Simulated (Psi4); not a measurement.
Br₂Zn (SMILES [Br][Zn][Br]), singlet, at a GFN2-xTB geometry (such geometries of metal compounds can be far from the true shape); R2SCAN/STO-3G run with Psi4 1.11.

Input for Psi4:
```
memory 2 GB

molecule {
0 1
Zn   -0.00812161   -0.01195013   -0.01326557
Br   -0.24664341    1.76351145   -1.42520509
Br    0.25360479   -1.75326848    1.43657557
}

set {
  basis sto-3g
}

energy('r2scan')
print_variables()
```

Q: Predict the main parts of the log of this Psi4 run.

A: 
```
   => Loading Basis Set <=

    Name: STO-3G
    Role: ORBITAL
    Keyword: BASIS

         ---------------------------------------------------------
                                   SCF
               by Justin Turney, Rob Parrish, Andy Simmonett
                          and Daniel G. A. Smith
                              RKS Reference
         ---------------------------------------------------------

  ==> Geometry <==

    Molecular point group: cs
    Full point group: Cs

    Geometry (in Angstrom), charge = 0, multiplicity = 1:

       Center              X                  Y                   Z               Mass
    ------------   -----------------  -----------------  -----------------  -----------------
         ZN           0.015647460904    -0.012365160566     0.000000000000    63.929142010000
         BR           1.407770852854     1.794489050723     0.000000000000    78.918337600000
         BR          -1.420446344769    -1.784472442038     0.000000000000    78.918337600000

  Running in cs symmetry.

  Rotational constants: A =    471.85811  B =      0.02053  C =      0.02053 [cm^-1]
  Rotational constants: A = 14145950.15170  B =    615.52198  C =    615.49519 [MHz]
  Nuclear repulsion =  629.307127396762098

  Charge       = 0
  Multiplicity = 1
  Electrons    = 100
  Nalpha       = 50
  Nbeta        = 50

  ==> Algorithm <==

  SCF Algorithm Type is DF.
  DIIS enabled.
  MOM disabled.
  Fractional occupation disabled.
  Guess Type is SAD.
  Energy threshold   = 1.00e-06
  Density threshold  = 1.00e-06
  Integral threshold = 1.00e-12

  ==> Primary Basis <==

  Basis Set: STO-3G
    Blend: STO-3G
    Number of shells: 24
    Number of basis functions: 54
    Number of Cartesian functions: 57
    Spherical Harmonics?: true
    Max angular momentum: 2

  ==> DFT Potential <==

   => LibXC <=

    Version 7.1.2
    S. Lehtola, C. Steigemann, M. J. T. Oliveira, and M. A. L. Marques,  SoftwareX 7, 1–5 (2018) (10.1016/j.softx.2017.11.002)

   => Composite Functional: R2SCAN <=

    r2SCAN Meta-GGA XC Functional  (0.1021/acs.jpclett.0c02405)
    J. W. Furness, A. D. Kaplan, J. Ning, J. P. Perdew, J. Sun  J. Phys. Chem. Lett.  11, 8208–8215, 2020

    Deriv               =              1
    GGA                 =           TRUE
    Meta                =           TRUE

    Exchange Hybrid     =          FALSE
    MP2 Hybrid          =          FALSE

   => Exchange Functionals <=

    1.0000   XC_MGGA_X_R2SCAN

   => Correlation Functionals <=

    1.0000   XC_MGGA_C_R2SCAN

   => LibXC Density Thresholds  <==

    XC_MGGA_C_R2SCAN:  1.00E-15
    XC_MGGA_X_R2SCAN:  1.00E-11

   => Molecular Quadrature <=

    Radial Scheme          =       TREUTLER
    Pruning Scheme         =           NONE
    Nuclear Scheme         =       TREUTLER

    Blocking Scheme        =         OCTREE
    BS radius alpha        =              1
    Pruning alpha          =              1
    Radial Points          =             75
    Spherical Points       =            302
    Total Points           =          58552
    Total Blocks           =            520
    Max Points             =            256
    Max Functions          =             35
    Weights Tolerance      =       1.00E-15

   => Loading Basis Set <=

    Name: (STO-3G AUX)
    Role: JKFIT
    Keyword: DF_BASIS_SCF

  ==> Integral Setup <==

  SCF_SUBTYPE=INCORE selected. In-core MEM_DF algorithm will be used.
  Using in-core AOs.

  ==> MemDFJK: Density-Fitted J/K Matrices <==

    J tasked:                   Yes
    K tasked:                    No
    wK tasked:                   No
    Algorithm:                 Core
    Schwarz Cutoff:           1E-12
    Mask sparsity (%):      23.1824
    Fitting Condition:        1E-10

   => Auxiliary Basis Set <=

  Basis Set: (STO-3G AUX)
    Blend: DEF2-UNIVERSAL-JKFIT
    Number of shells: 178
    Number of basis functions: 796
    Number of Cartesian functions: 1119
    Spherical Harmonics?: true
    Max angular momentum: 6

  Minimum eigenvalue in the overlap matrix is 3.0607829889E-01.
  Reciprocal condition number of the overlap matrix is 1.7200402100E-01.
    Using symmetric orthogonalization.

  ==> Pre-Iterations <==

  SCF Guess: Superposition of Atomic Densities via on-the-fly atomic UHF (no occupation information).

   -------------------------
    Irrep   Nso     Nmo
   -------------------------
     A'        39      39
     A"        15      15
   -------------------------
    Total      54      54
   -------------------------

  ==> Iterations <==

                           Total Energy        Delta E     RMS |[F,P]|

   @DF-RKS iter SAD: -6848.11166712218346   -6.84811e+03   0.00000e+00
   @DF-RKS iter   1: -6849.61504935713674   -1.50338e+00   2.22231e-02 ADIIS/DIIS
   @DF-RKS iter   2: -6835.60610573189570    1.40089e+01   1.20697e-02 ADIIS/DIIS
   @DF-RKS iter   3: -6844.67450777145859   -9.06840e+00   3.53873e-02 ADIIS/DIIS
   @DF-RKS iter   4: -6845.59789568338419   -9.23388e-01   3.74114e-02 ADIIS/DIIS
   @DF-RKS iter   5: -6846.64800013780314   -1.05010e+00   3.82440e-02 ADIIS/DIIS
   @DF-RKS iter   6: -6847.03766893330612   -3.89669e-01   3.80468e-02 ADIIS/DIIS
   @DF-RKS iter   7: -6848.45234333808276   -1.41467e+00   3.31506e-02 ADIIS/DIIS
   @DF-RKS iter   8: -6848.13621401281944    3.16129e-01   3.49728e-02 ADIIS/DIIS
   @DF-RKS iter   9: -6848.00597157388438    1.30242e-01   3.69216e-02 ADIIS/DIIS
   @DF-RKS iter  10: -6846.34115055959046    1.66482e+00   3.98517e-02 ADIIS/DIIS
   @DF-RKS iter  11: -6846.50607224164742   -1.64922e-01   4.06234e-02 ADIIS/DIIS
   @DF-RKS iter  12: -6847.59318930397694   -1.08712e+00   3.84345e-02 ADIIS/DIIS
   @DF-RKS iter  13: -6835.59303513814757    1.20002e+01   1.05635e-02 ADIIS/DIIS
   @DF-RKS iter  14: -6844.49030810153999   -8.89727e+00   4.13688e-02 ADIIS/DIIS
   @DF-RKS iter  15: -6846.11814622602469   -1.62784e+00   4.53612e-02 ADIIS/DIIS
[...]
    DOCC [    36,   14 ]
    NA   [    36,   14 ]
    NB   [    36,   14 ]

   @DF-RKS iter  57: -6835.55910219157977    9.25944e+00   2.63330e-03 ADIIS/DIIS
   @DF-RKS iter  58: -6842.97982677735672   -7.42072e+00   3.34325e-02 ADIIS/DIIS
   @DF-RKS iter  59: -6844.09690024830888   -1.11707e+00   3.95583e-02 ADIIS/DIIS
   @DF-RKS iter  60: -6845.03259975502624   -9.35700e-01   3.86224e-02 ADIIS/DIIS
   @DF-RKS iter  61: -6844.53835702861397    4.94243e-01   4.05163e-02 ADIIS/DIIS
   @DF-RKS iter  62: -6844.74785020969557   -2.09493e-01   4.08579e-02 ADIIS/DIIS
   @DF-RKS iter  63: -6845.03896957883535   -2.91119e-01   3.97513e-02 ADIIS/DIIS
   @DF-RKS iter  64: -6843.60979107820094    1.42918e+00   3.73476e-02 ADIIS/DIIS
   @DF-RKS iter  65: -6844.35538130396890   -7.45590e-01   4.05859e-02 ADIIS/DIIS
   @DF-RKS iter  66: -6844.64763426765330   -2.92253e-01   4.12556e-02 ADIIS/DIIS
    Occupation by irrep:
             Ap   App
    DOCC [    37,   13 ]
    NA   [    37,   13 ]
    NB   [    37,   13 ]

   @DF-RKS iter  67: -6845.30824568468506   -6.60611e-01   3.82037e-02 ADIIS/DIIS
    Occupation by irrep:
             Ap   App
    DOCC [    36,   14 ]
    NA   [    36,   14 ]
    NB   [    36,   14 ]

   @DF-RKS iter  68: -6835.56004089924500    9.74820e+00   2.18420e-03 ADIIS/DIIS
   @DF-RKS iter  69: -6843.13091905475267   -7.57088e+00   3.20445e-02 ADIIS/DIIS
   @DF-RKS iter  70: -6844.27077395890683   -1.13985e+00   3.83972e-02 ADIIS/DIIS
   @DF-RKS iter  71: -6844.79522751342301   -5.24454e-01   3.94770e-02 ADIIS/DIIS
   @DF-RKS iter  72: -6845.00756117921355   -2.12334e-01   3.88335e-02 ADIIS/DIIS
   @DF-RKS iter  73: -6844.79940684766825    2.08154e-01   3.96658e-02 ADIIS/DIIS
   @DF-RKS iter  74: -6844.31987224511340    4.79535e-01   4.10213e-02 ADIIS/DIIS
   @DF-RKS iter  75: -6844.59195457650549   -2.72082e-01   4.15277e-02 ADIIS/DIIS
   @DF-RKS iter  76: -6845.13366870432037   -5.41714e-01   3.92711e-02 ADIIS/DIIS
   @DF-RKS iter  77: -6845.16769668049164   -3.40280e-02   3.61207e-02 ADIIS/DIIS
    Occupation by irrep:
             Ap   App
    DOCC [    37,   13 ]
    NA   [    37,   13 ]
    NB   [    37,   13 ]

   @DF-RKS iter  78: -6843.63908590675783    1.52861e+00   3.85128e-02 ADIIS/DIIS
    Occupation by irrep:
             Ap   App
    DOCC [    36,   14 ]
    NA   [    36,   14 ]
    NB   [    36,   14 ]

   @DF-RKS iter  79: -6835.56010350008455    8.07898e+00   2.26272e-03 ADIIS/DIIS
   @DF-RKS iter  80: -6843.27636213424921   -7.71626e+00   3.09096e-02 ADIIS/DIIS
   @DF-RKS iter  81: -6843.74421771811922   -4.67856e-01   3.90836e-02 ADIIS/DIIS
   @DF-RKS iter  82: -6844.23600153526058   -4.91784e-01   4.07617e-02 ADIIS/DIIS
   @DF-RKS iter  83: -6844.86059845329055   -6.24597e-01   4.08848e-02 ADIIS/DIIS
   @DF-RKS iter  84: -6845.40549416599788   -5.44896e-01   3.66723e-02 ADIIS/DIIS
   @DF-RKS iter  85: -6844.68715809199603    7.18336e-01   3.92015e-02 ADIIS/DIIS
   @DF-RKS iter  86: -6844.94790849330548   -2.60750e-01   3.92825e-02 ADIIS/DIIS
   @DF-RKS iter  87: -6844.83351731213224    1.14391e-01   3.99762e-02 ADIIS/DIIS
   @DF-RKS iter  88: -6844.84371722936157   -1.01999e-02   4.05074e-02 ADIIS/DIIS
    Occupation by irrep:
             Ap   App
    DOCC [    37,   13 ]
    NA   [    37,   13 ]
    NB   [    37,   13 ]

   @DF-RKS iter  89: -6845.00538375042470   -1.61667e-01   4.00407e-02 ADIIS/DIIS
    Occupation by irrep:
             Ap   App
    DOCC [    36,   14 ]
    NA   [    36,   14 ]
    NB   [    36,   14 ]

   @DF-RKS iter  90: -6835.56004842204129    9.44534e+00   2.20570e-03 ADIIS/DIIS
   @DF-RKS iter  91: -6843.05160918481943   -7.49156e+00   3.27506e-02 ADIIS/DIIS
   @DF-RKS iter  92: -6844.68033144645324   -1.62872e+00   3.53623e-02 ADIIS/DIIS
   @DF-RKS iter  93: -6844.88614927065191   -2.05818e-01   3.58531e-02 ADIIS/DIIS
   @DF-RKS iter  94: -6844.69275119449776    1.93398e-01   3.78641e-02 ADIIS/DIIS
   @DF-RKS iter  95: -6843.95555254059218    7.37199e-01   3.98750e-02 ADIIS/DIIS
   @DF-RKS iter  96: -6845.06228037370147   -1.10673e+00   3.84409e-02 ADIIS/DIIS
   @DF-RKS iter  97: -6844.84594708002078    2.16333e-01   3.92581e-02 ADIIS/DIIS
   @DF-RKS iter  98: -6844.94410388711822   -9.81568e-02   3.92207e-02 ADIIS/DIIS
   @DF-RKS iter  99: -6844.86742011076967    7.66838e-02   3.94975e-02 ADIIS/DIIS
    Occupation by irrep:
             Ap   App
    DOCC [    37,   13 ]
    NA   [    37,   13 ]
    NB   [    37,   13 ]

   @DF-RKS iter 100: -6843.85420157217777    1.01322e+00   3.89644e-02 ADIIS/DIIS

PsiException: Could not converge SCF iterations in 100 iterations.

  Failed to converge.

Traceback (most recent call last):
  File "psi4", line 375, in <module>
  File "<string>", line 23, in <module>
  File "site-packages/psi4/driver/driver.py", line 533, in energy
  File "site-packages/psi4/driver/procrouting/proc.py", line 2760, in run_scf
  File "site-packages/psi4/driver/procrouting/proc.py", line 2047, in scf_helper
  File "site-packages/psi4/driver/procrouting/scf_proc/scf_iterator.py", line 93, in scf_compute_energy
  File "site-packages/psi4/driver/procrouting/scf_proc/scf_iterator.py", line 86, in scf_compute_energy
  File "site-packages/psi4/driver/procrouting/scf_proc/scf_iterator.py", line 609, in scf_iterate

psi4.driver.p4util.exceptions.SCFConvergenceError: Could not converge SCF iterations in 100 iterations.

Printing out the relevant lines from the Psithon --> Python processed input file:
    Br   -0.24664341    1.76351145   -1.42520509
    Br    0.25360479   -1.75326848    1.43657557
    """)
    core.IO.set_default_namespace("")
    core.set_global_option("BASIS", "sto-3g")
--> energy('r2scan')
    print_variables()

!-------------------------------------------------------!
!                                                       !
!  Could not converge SCF iterations in 100 iterations. !
!                                                       !
!-------------------------------------------------------!
```

Convergence was not reached.
